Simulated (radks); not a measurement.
Results of a calculation; reference values are marked as such.
Valence configurations of Zn+ (all share [Ar]). Level of theory: Dirac Kohn-Sham, PBE, spin-unpolarised, spherical densities, point nucleus; open shells fill j = l - 1/2 first (a radial shooting solver on a logarithmic mesh with Libxc functionals). Order these by energy: 3d9.5 4s1.5; 3d9.5 4s0.5 4p1; 3d10 4s0.5 4p0.5; 3d9 4s1 4p1; 3d8 4s1 4p2; 3d10 4s1; 3d10 4p1; 3d8.5 4s1.5 4p1; 3d9 4p2; 3d9 4s2.

Answer. From the lowest, in eV above it: 3d10 4s1 0.000; 3d10 4s0.5 4p0.5 3.092; 3d9.5 4s1.5 3.349; 3d10 4p1 6.234; 3d9 4s2 7.858; 3d9.5 4s0.5 4p1 9.914; 3d9 4s1 4p1 14.759; 3d8.5 4s1.5 4p1 20.883; 3d9 4p2 21.834; 3d8 4s1 4p2 36.135. NIST lists [Ar] 3d10 4s1 as the ground configuration; this level of theory agrees among the configurations tried. The energies are those of spherical spin-averaged densities, not of single terms.
